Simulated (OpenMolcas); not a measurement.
**Ta3+: moving the ligands**

Ta3+ with 4 ligands (water) in tetrahedral coordination (D2d) at 1.95 Å. Ligand basis ANO-RCC-VDZP.
```
Ta    0.0000    0.0000    0.0000
O     1.1258    1.1258    1.1258
H     0.9076    2.0103    1.4590
H     2.0103    0.9076    1.4590
O     1.1258   -1.1258   -1.1258
H     2.0103   -0.9076   -1.4590
H     0.9076   -2.0103   -1.4590
O    -1.1258    1.1258   -1.1258
H    -0.9076    2.0103   -1.4590
H    -2.0103    0.9076   -1.4590
O    -1.1258   -1.1258    1.1258
H    -2.0103   -0.9076    1.4590
H    -0.9076   -2.0103    1.4590
```

| Quantity | Value |
| --- | --- |
| Program | OpenMolcas 26.06 |
| Method | CASSCF |
| Basis | ANO-RCC-VDZP [7s6p4d2f1g] |
| Scalar Hamiltonian | DKH2, point nucleus |
| Active space | 2 electrons in 5 orbitals (5d) |
| State averaging | 2S+1 = 3 even, 10 roots; 2S+1 = 1 even, 15 roots |
| Spin-orbit coupling | state interaction with AMFI integrals over the reference wave functions |

Runs around this geometry, states. Energies in cm-1 above the lowest state or level, χT in cm3 K/mol.

```tsv
R (Å)	Ground state	First state of that spin	First gap with spin-orbit (degeneracies)	χT at 300 K	First state of another spin
1.92	2S+1 = 3	8879	134.2 (1, 2)	0.568	2S+1 = 1: 2350
1.95	2S+1 = 3	8769	142.4 (1, 2)	0.539	2S+1 = 1: 3174
2	2S+1 = 3	8504	157.0 (1, 2)	0.491	2S+1 = 1: 4377
```

Without dynamic correlation the repulsion within the d shell is too large (B by tens of per cent), so at a given field states of lower spin stand too high. With metal d orbitals alone the field can be off either way by tens of per cent. Ligand-to-metal charge-transfer states are missing. With no ligand orbital active B as a rule stays too high, so bands that hang on it stand too high and its fall with covalency is understated. The least metal-like active orbital is 69 % on the metal (Löwdin) and no ligand orbital is active, so the numbers are rough (holds for R = 1.92). The least metal-like active orbital is 71 % on the metal (Löwdin) and no ligand orbital is active, so the numbers are rough (holds for R = 1.95). The least metal-like active orbital is 74 % on the metal (Löwdin) and no ligand orbital is active, so the numbers are rough (holds for R = 2). No measured value stands beside these numbers; the geometry is a model, was not optimised and need not be the one that this ion takes.

A state without a sure symmetry label is named by its multiplicity alone.
